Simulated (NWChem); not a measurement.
Species: SiI$_{2}$F$_{2}$; SMILES F[Si](F)(I)I

def2 effective core potentials on I; no spin-orbit coupling.

Task: Give the equilibrium geometry at PBE0/def2-SVP with def2 effective core potentials on I (NWChem) as an XYZ file, with the point group.

Result: point group C2v; any orientation.
```
5

F      0.0000     1.2871    -1.8478
Si     0.0000     0.0000    -0.8884
F      0.0000    -1.2871    -1.8478
I      2.0160     0.0000     0.4239
I     -2.0160     0.0000     0.4239
```
